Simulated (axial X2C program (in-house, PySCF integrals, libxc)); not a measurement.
How the levels of NSmO (f(δφ)3 f(π)0 orbitals) move with the bond length

Computed with an axial X2C code built on PySCF integrals: two-component X2C with atomic mean-field Coulomb and Gaunt terms, basis N dyall-v2z, Sm dyall-v2z, O dyall-v2z (cores contracted in-house). Orbitals come from Hartree–Fock averaged over the configuration Sm f(δφ)3 f(π)0; CI then distributes these electrons over the f(δφ), f(π) shells of Sm.

At N–Sm–O held linear, bonds 1.719 and 1.720 Å (the second held):

```
   Ω  energy (cm⁻¹)     g∥  μ (D)  configuration
 5/2              0   4.42   0.95    100% f(δφ)3
 3/2            308   0.88   0.95    100% f(δφ)3
 7/2           2380   8.18   0.95    100% f(δφ)3
 9/2           5927  11.72   0.95    100% f(δφ)3
 1/2           6414   1.64   0.96     99% f(δφ)3
 3/2           8815   1.76   0.96    100% f(δφ)3
15/2           9777  15.41   0.95    100% f(δφ)3
 5/2           9938   5.63   0.96    100% f(δφ)3
 7/2          11395   9.42   0.96    100% f(δφ)3
13/2          12381  12.22   0.95    100% f(δφ)3
 5/2          16211   5.15   0.95    100% f(δφ)3
 5/2          18250   4.75   0.95    100% f(δφ)3
 3/2          18527   2.85   0.96    100% f(δφ)3
 3/2          20613   2.57   0.95    100% f(δφ)3
```

g∥ is the magnitude of 2⟨Lz + ge Sz⟩ for the +Ω component. μ is positive if the O end is positive. The lowest 14 levels at most are listed.

At N–Sm–O held linear, bonds 2.028 and 1.720 Å (the second held):

```
   Ω  energy (cm⁻¹)     g∥  μ (D)  configuration
 5/2              0   4.58   0.38    100% f(δφ)3
 3/2           1016   1.70   0.37    100% f(δφ)3
 7/2           3827   8.22   0.37    100% f(δφ)3
 1/2           6653   1.38   0.38    100% f(δφ)3
15/2           8408  15.46   0.37    100% f(δφ)3
 9/2           9591  11.41   0.37    100% f(δφ)3
 5/2          10500   5.59   0.37    100% f(δφ)3
 3/2          10881   1.54   0.37    100% f(δφ)3
 7/2          13906   9.00   0.36    100% f(δφ)3
13/2          15087  12.43   0.37    100% f(δφ)3
 5/2          18643   5.47   0.37    100% f(δφ)3
 3/2          19660   2.67   0.37    100% f(δφ)3
 5/2          21276   4.61   0.37    100% f(δφ)3
 7/2          22237   8.00   0.37    100% f(δφ)3
```

The lowest level lies 736 cm⁻¹ above the lowest at the first distance.

Problem. How does the gap from the lowest to the fifth level change between the two distances?

Solution. From 6414 to 8408 cm⁻¹, a factor of 1.31.

Dynamic correlation is missing, so gaps between terms are too wide and other configurations may lie lower; the lowest level listed is that of this model, not necessarily the ground state. At most 6 roots were kept for each Ω > 0 (twice that for Ω = 0) within 3.5 eV of the lowest, so higher up levels can be missing between those listed; levels with Ω > 0 are doubly degenerate and listed once, Ω = 0 levels singly. States that fill the shells left empty in the average are placed too high. The molecule was held linear; bending was not examined.
